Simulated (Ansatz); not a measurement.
Input file for Ansatz (a quantum-chemistry and plane-wave program): R-revPBE/def2-TZVPPD on Cl2 (SMILES ClCl). The basis file is the Basis Set Exchange's JSON of that set.

Ansatz 0.2 input:
```yaml
crystal:
  periodic: [false, false, false]
  atoms:
    - {symbol: Cl, position_ang: [0.00000000, 0.00000000, 1.00675153]}
    - {symbol: Cl, position_ang: [-0.00000000, -0.00000000, -1.00675153]}
basis:
  gaussian:
    orbitals: def2-TZVPPD.json
hamiltonian:
  xc: {name: revPBE}
scf: {lower_state_search: off}
```

**Question.** Predict the final total energy.

**Answer.** -920.2307 hartree.
